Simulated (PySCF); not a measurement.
CHS, SMILES [C]S (connectivity only; charge and spin as stated), neutral, multiplicity 2. Geometry optimised at PBE-D3(BJ)/def2-TZVPD.

Computed with PBE-D3(BJ)/def2-TZVPD run with PySCF.

Harmonic wavenumbers (cm⁻¹): 739, 922, 2202. Rotational constants (GHz): 289.2, 20.76, 19.37; symmetry number 1.

Work out the zero-point energy and the ideal-gas rigid-rotor harmonic-oscillator thermochemistry at 298.15 K and 1 atm.

ZPE = ½ Σ hcν = ½ × 3863 cm⁻¹ = 5.52 kcal/mol. H − E(el) = 7.99 kcal/mol. Entropy in cal/(mol K): translation 37.34, rotation 18.56, vibration 0.39, spin 1.38, total 57.68. G − E(el) = -9.21 kcal/mol. Cp = 9.18 cal/(mol K).
